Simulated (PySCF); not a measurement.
Si(Me)2 (C2H6Si), SMILES C[Si]C (connectivity only; charge and spin as stated), neutral, multiplicity 1.

Geometry optimised at TPSSh-D3(BJ)/def2-TZVP. The isomer is the one that the SMILES or the coordinates give; other isomers of the formula were not compared.

The numbers are results of PBE/def2-TZVPD in PySCF, not measurements.

Gas-phase values at a fixed geometry.

Question: Estimate the frontier levels, gap, dipole moment and polarisability. (The exact figures need the calculation; the answer reports its results.)

Answer: 
```json
{
 "highest_occupied_level": "-4.98 eV",
 "lowest_empty_level": "-2.97 eV",
 "orbital_gap": "2.01 eV",
 "dipole_moment": "1.35 D",
 "quadrupole, principal values (traceless, Buckingham form, about the centre of nuclear charge)": "-5.05, 0.99, 4.05 D·Å",
 "mean_static_polarisability": "64.6 bohr³ (9.57 Å³)",
 "polarisability_principal_values": "54.3, 67.0, 72.5 bohr³"
}
```
